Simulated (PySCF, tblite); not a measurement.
C9H10P (charge -1).
SMILES: `C=C[P-]c1ccccc1C`

Jobs on this species (20 atoms, 80 electrons) with PySCF (density fitting) and tblite. Hardware of each: an Intel Xeon Platinum 8488C with one thread, on a shared host. The host was shared with other jobs, so the times are rough.

Question: Rank these jobs by wall time, shortest first.
A. PBE0-D3(BJ)/def2-SVP, grid level 1; geometry optimisation from a GFN2-xTB start shaken at random; 194 basis functions
B. wB97X-D/def2-SVPD; 10 singlets by full TDDFT, 4 Tamm–Dancoff triplets, polarisability, ΔSCF ions; 284 basis functions
C. PBE0/pcSseg-1, IEF-PCM acetonitrile; shieldings, ring-centre shieldings, charges and field gradients; 227 basis functions
D. GFN2-xTB; Hessian by finite differences

Answer: D (0.95 s), C (55 s), A (1.9 min), B (3.8 min).

All jobs:

```
                 level and settings                                                                           work  basis functions  SCF cycles  wall time
                           GFN2-xTB                                                  Hessian by finite differences                –           –     0.95 s
                           GFN2-xTB                                                              L-BFGS relaxation                –           –      1.2 s
                  mPW1PW91/pcSseg-1                                             shieldings, ring-centre shieldings              227          14       45 s
    PBE0/pcSseg-1, IEF-PCM methanol                                             shieldings, ring-centre shieldings              227          14       46 s
PBE0/pcSseg-1, IEF-PCM acetonitrile                shieldings, ring-centre shieldings, charges and field gradients              227          14       55 s
                      PBE0/pcSseg-1                shieldings, ring-centre shieldings, charges and field gradients              227          14       56 s
 PBE0-D3(BJ)/def2-SVP, grid level 1                   geometry optimisation from a GFN2-xTB start shaken at random              194          44    1.9 min
                  wB97X-D/def2-SVPD  10 singlets by full TDDFT, 4 Tamm–Dancoff triplets, polarisability, ΔSCF ions              284          14    3.8 min
```

Question: What do all jobs in the table cost together?

Answer: About 9.1 min; the longest takes about 42 % of that, and about 240 times as long as the shortest.
